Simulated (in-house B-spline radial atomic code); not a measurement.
How numerical settings move a run on the krypton ion Kr³⁺, [Ar] 3d10 4s2 4p3. Computed with an all-electron radial atomic-structure program (B-spline basis): non-relativistic HSE06, spherical fractional occupations, point nucleus.

Command:
```bash
python run_scf.py task.json out
```
Settings of the sound reference run:
```
Z                36
electrons        33
configuration    [Ar] 3d10 4s2 4p3
hamiltonian      nr
method           hse06
spin_polarised   False
knot_spacing     0.22
spline_order     8
gauss_points     12
box_radius       16.22
max_iterations   70
damping          0.5
damped_steps     3
diis_vectors     10
tolerance        1e-08
start            Thomas-Fermi
```

Time taken, with all properties: 0.35 s on 1 thread of AMD EPYC 7R43 64-Core Processor, with other jobs on the host.

It converges in 9 iterations to -2750.605170 hartree, with 4p at -43.3362 eV. The other runs change the listed settings, some to values that make no sense; their results aren't properties of the atom or ion. Radii are in bohr (the nuclear one in fm), a minus after a letter asks for a j subshell, and «unchanged» means within 1e-8 hartree. The run stops when the residual is below 10 × tolerance × max(1, Z/10), or a noise floor if that is larger, and the energy moves by less than 1e-8 × √|E| hartree; so very loose and very tight tolerances often act alike.

| changed settings | outcome |
| --- | --- |
| knot_spacing = 0.15 | converged in 9 iterations, energy -5.72e-06 hartree from the reference, 4p level +2.0e-05 eV |
| knot_spacing = 1, max_iterations = 75, damping = 0.95, diis_vectors = 20, tolerance = 1e-06 | converged in 9 iterations, energy +7.44e+00 hartree from the reference, 4p level -1.1e-01 eV (the program warns: 3s reaches the box edge; 3p reaches the box edge) |
| knot_spacing = 0.55 | converged in 9 iterations, energy +5.24e-02 hartree from the reference, 4p level -2.5e-03 eV |
| knot_spacing = 0.1 | converged in 9 iterations, energy -7.44e-06 hartree from the reference, 4p level +5.2e-05 eV |
| damping = 0.8 | converged in 10 iterations, energy unchanged, 4p level -1.0e-06 eV |
| knot_spacing = 0.75 | converged in 9 iterations, energy +1.77e+00 hartree from the reference, 4p level -1.1e-02 eV (the program warns: 3s reaches the box edge; 3p reaches the box edge) |
| box_radius = 0.97 | converged in 8 iterations, energy +1.18e+02 hartree from the reference, 4p level +6.0e+02 eV (the program warns: 4p has a positive eigenvalue: unbound, held by the box; 3d has a positive eigenvalue: unbound, held by the box) |
| box_radius = 3.24 | converged in 9 iterations, energy +2.03e-01 hartree from the reference, 4p level +3.1e+00 eV (the program warns: 4p reaches the box edge; 3d reaches the box edge) |
| damping = 0.95 | converged in 10 iterations, energy unchanged, 4p level -1.8e-06 eV |
| spline_order = 7, gauss_points = 6, max_iterations = 60, diis_vectors = 2 | converged in 11 iterations, energy +8.10e-07 hartree from the reference, 4p level +2.3e-04 eV |
| box_radius = 4.87 | converged in 9 iterations, energy +2.51e-03 hartree from the reference, 4p level +7.5e-02 eV (the program warns: 4p reaches the box edge; 4s reaches the box edge) |
| box_radius = 8.11 | converged in 9 iterations, energy -1.80e-06 hartree from the reference, 4p level -3.0e-05 eV (the program warns: 4p reaches the box edge) |
| damping = 0 | converged in 10 iterations, energy unchanged, 4p level +1.2e-06 eV |
| box_radius = 1.62 | converged in 8 iterations, energy +1.33e+01 hartree from the reference, 4p level +9.6e+01 eV (the program warns: 4p has a positive eigenvalue: unbound, held by the box; 4s has a positive eigenvalue: unbound, held by the box) |
| hamiltonian = dirac, method = r2scan, nucleus = fermi, rms_radius = 4.1884, mass_number = 84, atomic_mass = 83.9115, speed_of_light = 137.036 | stopped with error: meta-GGAs are not served with the Dirac Hamiltonian |
| electrons = 34, configuration = [Ar] 3d10 4s2 4p3 5s-1, max_iterations = 100 | stopped with error: j subshells need the Dirac Hamiltonian and l > 0 |
| electrons = 36, configuration = [Ar] 3d10 4s2 4p3 5s3, max_iterations = 75 | stopped with error: shell 5s holds at most 2 electrons |
| gauss_points = 8, box_radius = 2.43, max_iterations = 50, damping = 0.8, start = bare nucleus | converged in 11 iterations, energy +1.57e+00 hartree from the reference, 4p level +1.6e+01 eV (the program warns: 4p reaches the box edge; 3s reaches the box edge) |

Q: What happens with box_radius = 64.88?

A: Converged in 9 iterations, energy +2.07e-07 hartree from the reference, 4p level +5.9e-06 eV.

Q: What happens with box_radius = 2.43?

A: Converged in 9 iterations, energy +1.57e+00 hartree from the reference, 4p level +1.6e+01 eV (the program warns: 4p reaches the box edge; 3s reaches the box edge).

Q: What happens with knot_spacing = 0.3?

A: Converged in 9 iterations, energy +1.27e-05 hartree from the reference, 4p level +1.9e-04 eV.

Q: What happens with knot_spacing = 2?

A: Converged in 9 iterations, energy +1.83e+02 hartree from the reference, 4p level -2.1e+00 eV (the program warns: 4p reaches the box edge; 1s reaches the box edge).
